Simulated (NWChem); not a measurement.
CoHOCl, quartet; SMILES [Cl][Co][OH]

```xyz
4

Co     0.0033    -0.3793     0.0032
Cl     0.0052     1.7553    -0.0021
O      0.0620    -2.1083    -0.0053
H     -0.6749    -2.7320    -0.0076
```
Atoms are numbered in this order, from 1.

Computed with NWChem. Spin-unrestricted. Medium grid unless said otherwise, to which SCAN and Minnesota functionals are sensitive. All runs use the structure optimised with B3LYP/6-31G* (spherical d), spin-unrestricted. The spin multiplicity was typed, not searched, and may not be the lowest. No stability test was run on the SCF state. Total energies of different functionals are on different scales.

| level | energy (Ha) | highest occupied level (eV) | lowest empty minus highest occupied level, either spin (eV) | dipole (D) | <S²> |
|---|---|---|---|---|---|
| B3LYP/def2-SVP | -1918.4937 | (withheld) | (withheld) | 2.63 | 3.76 |
| PBE/def2-SVP | -1917.9604 | -5.60 | 0.63 | 2.53 | 3.76 |
| r2SCAN/def2-SVP | -1918.3955 | -6.10 | 1.76 | 2.63 | 3.76 |
| LC-BLYP (range parameter 0.33 per bohr)/def2-SVP | -1917.8184 | -9.19 | 7.63 | 2.81 | 3.75 |
| BHandHLYP/def2-SVP | -1918.3661 | -9.42 | 7.34 | 2.51 | 3.76 |

Question: Some entries are withheld; supply them.

Answer: 
- B3LYP/def2-SVP, highest occupied level (eV): -6.64
- B3LYP/def2-SVP, lowest empty minus highest occupied level, either spin (eV): 2.85
